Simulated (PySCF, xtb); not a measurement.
In(OH)(SH)2 (H3InOS2), SMILES [OH][In]([SH])[SH]. Other conformers were not sampled.

Harmonic wavenumbers (cm⁻¹) from GFN2-xTB (xtb 6.7.1) at its own minimum, in rising order: 65, 67, 99, 113, 168, 201, 281, 340, 423, 568, 616, 644, 2384, 2409, 3641.

Task: What does B3LYP-D3(BJ)/def2-SVP run with PySCF give at its own minimum? (An estimate is asked for; the answer gives what the named calculation found.)

Result: 75, 104, 112, 124, 206, 228, 320, 363, 596, 654, 694, 798, 2664, 2666, 3823. Paired by order, the mean absolute difference is 94 cm⁻¹ and the zero-point energies are 17.2 and 19.2 kcal/mol.
